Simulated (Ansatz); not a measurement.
```yaml
atoms:
  - { symbol: Cu, position_ang: [-0.0221, -0.0016, -0.7251] }
  - { symbol: Cl, position_ang: [-0.0349, -0.0339, 1.3247] }
```

Basis set: aug-cc-pVDZ (spherical functions). Frozen core: 10 orbitals. Charge 0, multiplicity 1.

Computed with Ansatz (development build ahead of 0.2.0); each method stands on the lowest determinant of its kind that the runs found. Restricted open shells among the atoms or ions are ROHF, correlated in semicanonical orbitals with singles.

The atomization energy at this shape (free ground-state atoms in the same class of orbitals less the molecule, no zero-point energy) of singlet CuCl:

```tsv
method	atomization energy
RHF	262.2 kJ/mol
```

**Question.** What does RHF-MP2 give?

**Answer.** 374.9 kJ/mol.
